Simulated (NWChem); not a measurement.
C₃H₅NO; SMILES N#CCCO

```xyz
10

N      0.3043     2.5767     0.0164
C     -0.1315     1.5012    -0.0098
C     -0.6376     0.1276    -0.0373
C      0.4995    -0.9193     0.0083
O     -0.0141    -2.2341    -0.0750
H     -1.3128    -0.0161     0.8165
H     -1.2292    -0.0275    -0.9467
H      1.1507    -0.7882    -0.8599
H      1.1107    -0.7675     0.9093
H     -0.4268    -2.4561     0.7740
```
Atoms are numbered in this order, from 1.

Results from NWChem. Pople sets run with spherical d functions. All runs use the structure optimised with B3LYP/6-31G* (spherical d). Vzz is the largest principal value of the second derivative of the potential at the nucleus (NWChem prints the opposite sign); η is the asymmetry. Non-relativistic.

Task: What does the run give for B3LYP/6-31G*? Quantities: Vzz N1 (a.u.); η N1; Vzz O5 (a.u.); η O5.

Result: The vzz N1 (a.u.) is -0.748. The η N1 comes out as 0.04 and the vzz O5 (a.u.) comes out as -1.854. The η O5 comes out as 0.85.
